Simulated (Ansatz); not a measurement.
C$_{2}$H$_{7}$FO$_{2}$Si$_{2}$ (`C=C[Si@@H](O)[Si@@H](O)F`) at its PBE0-D4/def2-TZVP geometry, where that method's forces vanish. The species carries charge 0 and has multiplicity 1.

```xyz
14

C    -2.2930    0.6744   -1.0389
C    -1.3875   -0.2829   -0.8544
Si    0.4292    0.0565   -0.7677
O     0.6265    1.6546   -1.1471
Si    1.2327   -0.3616    1.4022
O     1.2273   -1.9856    1.6226
F     2.7345    0.2084    1.5142
H    -2.0008    1.7126   -1.1645
H    -3.3575    0.4606   -1.0794
H    -1.7269   -1.3108   -0.7350
H     1.1679   -0.8292   -1.7157
H     1.5042    2.0268   -1.0533
H     0.4956    0.3095    2.5095
H     1.3480   -2.3335    2.5077
```

(1) What forces (eV/Å) does B3LYP-D4/def2-TZVPP give on these atoms in Ansatz? (Estimate.)

## Answers

(1) Ansatz gave: 
```
C1  -0.130  0.098 -0.020
C2   0.003 -0.108  0.007
Si3  0.055 -0.221 -0.044
O4   0.050  0.108 -0.016
Si5 -0.211  0.145  0.026
O6  -0.003 -0.126  0.039
F7   0.194  0.075  0.012
H8  -0.045 -0.078  0.007
H9   0.069  0.031  0.002
H10  0.016  0.065 -0.008
H11 -0.044  0.052  0.052
H12  0.010  0.061 -0.018
H13  0.031 -0.033 -0.057
H14  0.004 -0.067  0.018
```

B3LYP here is the variant with VWN-RPA as its local correlation; programs differ in this.
